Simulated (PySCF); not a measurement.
How the method changes the constants of NaSe

State: ²Π (doublet), unpaired electrons π ↑. Set-up: Na def2-SVP, Se def2-SVP; no relativity (PySCF 2.14). De refers to Na + Se in their high-spin ground configurations, without counterpoise correction. The functionals are run spin-unrestricted. A positive dipole means Na(−)Se(+).

```tsv
Level	Re (Å)	ωe (cm⁻¹)	De (eV)	μ (D)	CPU s a point (SCF and correlation, without the integrals)
UHF	2.636	271	1.37	-9.10	0.12
UHF-MP2	2.632	268	2.06	n/a	0.21
UHF-SCS-MP2	2.634	268	2.03	n/a	n/a
UHF-CCSD	2.634	267	2.01	n/a	n/a
UHF-CCSD(T)	2.636	266	2.04	n/a	7.2
PBE	2.616	264	2.41	-7.35	0.61
revPBE	2.639	258	2.31	-7.50	0.47
PW91	2.614	264	2.48	-7.36	0.48
r²SCAN	2.613	269	2.48	-8.22	0.87
M06-L	2.625	263	2.76	-8.83	0.88
PBE0	2.604	272	2.35	-8.04	0.93
```

The bond length runs from 2.604 Å (PBE0) to 2.639 Å (revPBE). De spans 1.37 eV (UHF, mean field) to 2.76 eV (M06-L, meta-GGA). Correlation at CCSD(T) changes the Hartree–Fock bond energy by +0.67 eV; the triples alone change it by +0.03 eV.

Correlated steps freeze 10 core orbitals. Correlated levels converge slowly with the basis: in double zeta they bind strong bonds too weakly, by up to about 1 eV, and carry superposition errors of some tenths. Spin–orbit coupling is left out. The state is the lowest determinant that a PBE0 search found; another state may lie lower at other levels.

The whole job (state search and all levels along the bond) took about 2.3 min on 1 thread of Arm Neoverse V1 (shared host), peak memory 0.52 GiB.
